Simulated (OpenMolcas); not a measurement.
An atom or ion with 16 electrons was computed by SS-CASPT2, IPEA 0.25 Eh, imaginary shift 0.1 Eh with spin-orbit coupling (OpenMolcas, ANO-RCC-VTZP, DKH2). The lowest levels that the run gave, each within 12 % of the measured value where one is at hand:

| J | Parity | E (cm⁻¹) | g |
| --- | --- | --- | --- |
| 2 | even | 0.0 | 1.500 |
| 1 | even | 1033 | 1.501 |
| 0 | even | 1473 |  |
| 2 | even | 14570 | 1.001 |
| 0 | even | 35270 |  |

**Question.** Which ion is it, and what are the configurations and terms?

**Answer.** Ar2+ (Z = 18, charge +2; active space 4 electrons in 3 orbitals (3p)). J, parity and g give the terms where levels are pure, and mixed ones are named by the computed weights; the size of the splittings, set against known spectra of the 16-electron sequence, gives the charge. In order, with the measured energies in cm⁻¹ (Saloman, J. Phys. Chem. Ref. Data 39, 033101 (2010)): 3s² 3p⁴ ³P₂, 3s² 3p⁴ ³P₁ (1112), 3s² 3p⁴ ³P₀ (1570), 3s² 3p⁴ ¹D₂ (14010), 3s² 3p⁴ ¹S₀ (33266).

Term energies are means over components that CASPT2 splits; among the terms shown or strongly mixed into the levels shown the widest spread is 130 cm-1 (3s² 3p⁴ ¹D). With the s shell closed, the reference lacks s² → p² mixing. Computed and measured levels are paired by configuration, term and J; levels that our copy of the source lacks, or whose pairing is in doubt (as where it misses far off the trend of its configuration), stay unpaired and out of the deviations. Levels of configurations outside the active space are missing.
